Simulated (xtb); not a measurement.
C4H7, charge -1, singlet, from a rough starting geometry; xtb with GFN2-xTB.

The xtb input:
```
$ xtb mol.xyz --gfn 2 --chrg -1 --opt vtight --json

# file mol.xyz
11

C     -0.02063120     0.10396199     1.78548882
C     -0.02490596     0.08454004     0.45530359
H     -0.02768576    -0.85304883     2.29276229
C     -0.06135909     1.42485279    -0.44371586
H      0.02880567     2.26678417     0.20549270
H      0.89411891     1.36007296    -1.04262062
H     -0.89401509     1.39589771    -1.09862769
C     -0.00772952    -1.17925980    -0.40858263
H      0.00961715    -2.01059245     0.27954814
H     -0.87263486    -1.27201181    -1.05263823
H      0.91375456    -1.25913229    -1.05534458
```

### Question
Predict the main parts of the log of this xtb run.

### Answer

```
   ID    Z sym.   atoms
    1    6 C      1, 2, 4, 8
    2    1 H      3, 5-7, 9-11

           -------------------------------------------------
          |                Calculation Setup                |
           -------------------------------------------------

           -------------------------------------------------
          |                 G F N 2 - x T B                 |
           -------------------------------------------------

          ...................................................
          :                      SETUP                      :
          :.................................................:
          :  # basis functions                  23          :
          :  # atomic orbitals                  23          :
          :  # shells                           15          :
          :  # electrons                        24          :
          :  max. iterations                   250          :
          :  Hamiltonian                  GFN2-xTB          :
          :  restarted?                      false          :
          :  GBSA solvation                  false          :
          :  PC potential                    false          :
          :  electronic temp.          300.0000000     K    :
          :  accuracy                    1.0000000          :
          :  -> integral cutoff          0.2500000E+02      :
          :  -> integral neglect         0.1000000E-07      :
          :  -> SCF convergence          0.1000000E-05 Eh   :
          :  -> wf. convergence          0.1000000E-03 e    :
          :  Broyden damping             0.4000000          :
          :  net charge                         -1          :
          :  unpaired electrons                  0          :
          ...................................................

 iter      E             dE          RMSdq      gap      omega  full diag
   1    -12.2537180 -0.122537E+02  0.455E+00    4.05       0.0  T
   2    -12.3266063 -0.728882E-01  0.382E+00    3.31       1.0  T
   3    -12.3599580 -0.333517E-01  0.198E+00    3.64       1.0  T
   4    -12.3584449  0.151309E-02  0.799E-01    3.55       1.0  T
   5    -12.3607659 -0.232095E-02  0.125E-01    3.64       1.0  T
   6    -12.3607537  0.121895E-04  0.101E-01    3.63       1.0  T
   7    -12.3607988 -0.451024E-04  0.282E-02    3.65       1.1  T
   8    -12.3608020 -0.327324E-05  0.680E-03    3.65       4.4  T
   9    -12.3608022 -0.121013E-06  0.221E-03    3.65      13.6  T
  10    -12.3608022 -0.394894E-07  0.888E-04    3.65      33.9  T
  11    -12.3608022 -0.438193E-08  0.154E-04    3.65     195.6  T

   *** convergence criteria satisfied after 11 iterations ***

         :::::::::::::::::::::::::::::::::::::::::::::::::::::
         ::                     SUMMARY                     ::
         :::::::::::::::::::::::::::::::::::::::::::::::::::::
         :: total energy             -12.170232150416 Eh    ::
         :: gradient norm              0.099530743359 Eh/a0 ::
         :: HOMO-LUMO gap              3.648514583347 eV    ::
         ::.................................................::
         :: SCC energy               -12.360798223875 Eh    ::
         :: -> isotropic ES            0.138052752189 Eh    ::
         :: -> anisotropic ES          0.014454311984 Eh    ::
         :: -> anisotropic XC          0.006903190819 Eh    ::
         :: -> dispersion             -0.006456584257 Eh    ::
         :: repulsion energy           0.190566073460 Eh    ::
         :: add. restraining           0.000000000000 Eh    ::
         :: total charge              -1.000000000000 e     ::
         :::::::::::::::::::::::::::::::::::::::::::::::::::::

      -----------------------------------------------------------
     |                   =====================                   |
     |                        A N C O P T                        |
     |                   =====================                   |
[...]
 * total energy  :   -12.1702322 Eh     change       -0.1568363E-09 Eh
 * total energy  :   -12.1803803 Eh     change       -0.1014819E-01 Eh
 * total energy  :   -12.1821331 Eh     change       -0.1752752E-02 Eh
 * total energy  :   -12.1826762 Eh     change       -0.5430989E-03 Eh
 * total energy  :   -12.1827218 Eh     change       -0.4556718E-04 Eh
 * total energy  :   -12.1827331 Eh     change       -0.1133264E-04 Eh
 * total energy  :   -12.1827350 Eh     change       -0.1895227E-05 Eh
 * total energy  :   -12.1827355 Eh     change       -0.4901634E-06 Eh
 * total energy  :   -12.1827357 Eh     change       -0.1918977E-06 Eh
 * total energy  :   -12.1827358 Eh     change       -0.1178619E-06 Eh
 * total energy  :   -12.1827359 Eh     change       -0.6929523E-07 Eh
   *** GEOMETRY OPTIMIZATION CONVERGED AFTER 11 ITERATIONS ***
         :: total energy             -12.182735857683 Eh    ::
[...]
        10        2.0000           -0.1680788              -4.5737
        11        2.0000           -0.1026349              -2.7928
        12        2.0000           -0.0500288              -1.3614 (HOMO)
        13                          0.0943324               2.5669 (LUMO)
        14                          0.3079352               8.3793
        15                          0.3149450               8.5701
        16                          0.3522851               9.5862
        17                          0.3733824              10.1603
        18                          0.3849048              10.4738
        19                          0.3946939              10.7402
        20                          0.3968926              10.8000
        21                          0.4213436              11.4653
        22                          0.5246461              14.2763
        23                          0.8743021              23.7910
      -------------------------------------------------------------
                  HL-Gap            0.1443613 Eh            3.9283 eV
             Fermi-level            0.0221518 Eh            0.6028 eV

     #   Z          covCN         q      C6AA      α(0)
     1   6 C        1.900    -0.371    43.020    10.593
     2   6 C        2.930    -0.079    29.962     8.977
     3   1 H        0.913    -0.172     8.913     4.670
     4   6 C        3.756    -0.068    21.856     6.666
     5   1 H        0.924    -0.012     3.279     2.832
     6   1 H        0.923    -0.046     4.000     3.128
     7   1 H        0.923    -0.046     4.000     3.128
     8   6 C        3.747    -0.064    21.804     6.660
     9   1 H        0.924    -0.033     3.694     3.006
    10   1 H        0.923    -0.055     4.204     3.207
    11   1 H        0.923    -0.054     4.204     3.206

 Mol. C6AA /au·bohr⁶  :       1306.833367
 Mol. C8AA /au·bohr⁸  :      27642.851771
 Mol. α(0) /au        :         56.071482

Wiberg/Mayer (AO) data.
largest (>0.10) Wiberg bond orders for each atom

 ---------------------------------------------------------------------------
     #   Z sym  total        # sym  WBO       # sym  WBO       # sym  WBO
 ---------------------------------------------------------------------------
     1   6 C    2.996 --     2 C    1.931     3 H    0.939
     2   6 C    3.865 --     1 C    1.931     4 C    0.985     8 C    0.939
     3   1 H    0.970 --     1 C    0.939
     4   6 C    3.969 --     5 H    0.989     2 C    0.985     6 H    0.978
                             7 H    0.978
     5   1 H    1.000 --     4 C    0.989
     6   1 H    0.998 --     4 C    0.978
     7   1 H    0.998 --     4 C    0.978
     8   6 C    3.953 --     9 H    0.988    11 H    0.979    10 H    0.979
                             2 C    0.939
     9   1 H    0.999 --     8 C    0.988
    10   1 H    0.997 --     8 C    0.979
    11   1 H    0.997 --     8 C    0.979
 ---------------------------------------------------------------------------

Topologies differ in total number of bonds
Writing topology from bond orders to xtbtopo.mol

molecular dipole:
                 x           y           z       tot (Debye)
 q only:        0.028       0.169      -1.586
   full:        0.037      -0.365      -2.280       5.869
molecular quadrupole (traceless):
                xx          xy          yy          xz          yz          zz
 q only:        5.241      -0.002       1.364       0.154       1.000      -6.605
  q+dip:        5.276       0.034       2.880       0.191      -1.818      -8.156
   full:        6.094       0.040       2.759       0.209      -2.185      -8.852

optimized geometry written to: xtbopt.xyz

           -------------------------------------------------
          | TOTAL ENERGY              -12.182735857683 Eh   |
          | GRADIENT NORM               0.000059740260 Eh/α |
          | HOMO-LUMO GAP               3.928270465663 eV   |
           -------------------------------------------------
```
